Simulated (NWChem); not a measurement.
System meant: H2 cation, doublet

Here is an NWChem input.

```
start job
memory heap 200 mb stack 900 mb global 1100 mb
charge 1
geometry units angstroms noautoz
  H      0.000000     0.000000    -0.550426
  H      0.000000     0.000000     0.550426
end
basis spherical
  * library def2-svp
end
dft
  odft
  mult 3
  xc pbe0
  iterations 150
  mulliken
end
task dft energy
```

End of the output:

```
 Summary of "ao basis" -> "" (spherical)
 ------------------------------------------------------------------------------
       Tag                 Description            Shells   Functions and Types
 ---------------- ------------------------------  ------  ---------------------
 *                          def2-svp                  on all atoms

                                 NWChem DFT Module
                                 -----------------

 Summary of "ao basis" -> "ao basis" (spherical)
 ------------------------------------------------------------------------------
       Tag                 Description            Shells   Functions and Types
 ---------------- ------------------------------  ------  ---------------------
 H                          def2-svp                 3        5   2s1p

 Summary of "ao basis" -> "ao basis" (spherical)
 ------------------------------------------------------------------------------
       Tag                 Description            Shells   Functions and Types
 ---------------- ------------------------------  ------  ---------------------
 H                          def2-svp                 3        5   2s1p

      Symmetry analysis of basis
      --------------------------

        a1g         3
        a1u         0
        a2g         0
        a2u         3
        b1g         0
        b1u         0
        b2g         0
        b2u         0
        eg          2
        eu          2

  number of electrons :                    1
  multiplicity        :                    3
 ------------------------------------------------------------------------
  no. of electrons and multiplicity not compatible                   1
 ------------------------------------------------------------------------
 ------------------------------------------------------------------------
  current input line :
    18: task dft energy
 ------------------------------------------------------------------------
 ------------------------------------------------------------------------
 There is an error in the input file
 ------------------------------------------------------------------------
 For more information see the NWChem manual at https://nwchemgit.github.io

0: no. of electrons and multiplicity not compatible:Received an Error in Communication
```

### Question
Can this run be used? If not, why, and what is the fix?

### Answer
The input was rejected before any calculation. Cause: the multiplicity doesn't fit the number of electrons (an even count wants an odd multiplicity, and the reverse). This input runs:
```
start job
memory heap 200 mb stack 900 mb global 1100 mb
charge 1
geometry units angstroms noautoz
  H      0.000000     0.000000    -0.550426
  H      0.000000     0.000000     0.550426
end
basis spherical
  H library def2-svp
end
dft
  odft
  mult 2
  xc pbe0
  iterations 150
  mulliken
end
task dft energy
```
It converges to -0.60733 Ha (PBE0/def2-SVP, spin-unrestricted).
